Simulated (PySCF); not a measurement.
PySCF input for C4H9ClSi, SMILES [SiH3]C[C@@H]1C[C@@H]1Cl, PBE/pcSseg-1. Geometry optimised at B3LYP-D3(BJ)/def2-SVP. The structure was generated by enumeration; whether it is a known compound was not checked. Other conformers were not sampled.

```python
import numpy as np
from pyscf import gto, scf, dft
from pyscf.prop.nmr import rks as nmr

mol = gto.M(
    atom='''
    Si    1.65454834    1.34009227   -1.62124116
    C     0.93507422   -0.09204714   -0.61332352
    C    -0.57843682   -0.14769881   -0.65384828
    C    -1.41491944    0.76542664    0.21904910
    C    -1.39469227   -0.71117507    0.48147526
    Cl   -0.59736158   -1.33761134    1.94127924
    H     1.20413684    1.25206130   -3.04290638
    H     1.19779976    2.64723200   -1.06372118
    H     3.14641115    1.29851886   -1.58960673
    H     1.35677152   -1.04137742   -0.98765992
    H     1.28241758    0.00365499    0.42808767
    H    -0.99300771   -0.36895619   -1.64457600
    H    -0.87399619    1.39636323    0.93013422
    H    -2.33197803    1.20962940   -0.17824961
    H    -2.27923876   -1.30605913    0.24401150
    ''',
    basis='pcSseg-1',
    charge=0,
    spin=0,
    max_memory=1600,
    verbose=3,
)
mf = dft.RKS(mol, xc='pbe').density_fit(auxbasis='def2-universal-jkfit')
mf.grids.level = 3
mf.conv_tol = 1e-10
mf.max_cycle = 100
mf.kernel()
n = nmr.NMR(mf)
n.verbose = 2
n.max_cycle_cphf = 60
sigma = n.kernel()
print('atom   isotropic/ppm   span/ppm')
for i, s in enumerate(sigma):
    w = np.linalg.eigvalsh((s + s.T) / 2)
    print(f'{mol.atom_symbol(i):2s}{i + 1:3d} {w.mean():14.3f} {w[2] - w[0]:11.3f}')
```

It prints:

```
converged SCF energy = -906.894225650974
atom   isotropic/ppm   span/ppm
Si  1        405.158      80.102
C   2        169.716      35.123
C   3        159.942      71.141
C   4        161.570      67.140
C   5        131.656     103.610
Cl  6        830.252     448.608
H   7         27.260       8.328
H   8         27.282       8.303
H   9         27.161       9.063
H  10         29.970      12.586
H  11         30.451      10.830
H  12         30.331      15.842
H  13         31.053       9.790
H  14         30.191      14.283
H  15         28.024      16.222
```

Self-consistency was reached.

Cost: roughly 40 core-seconds.
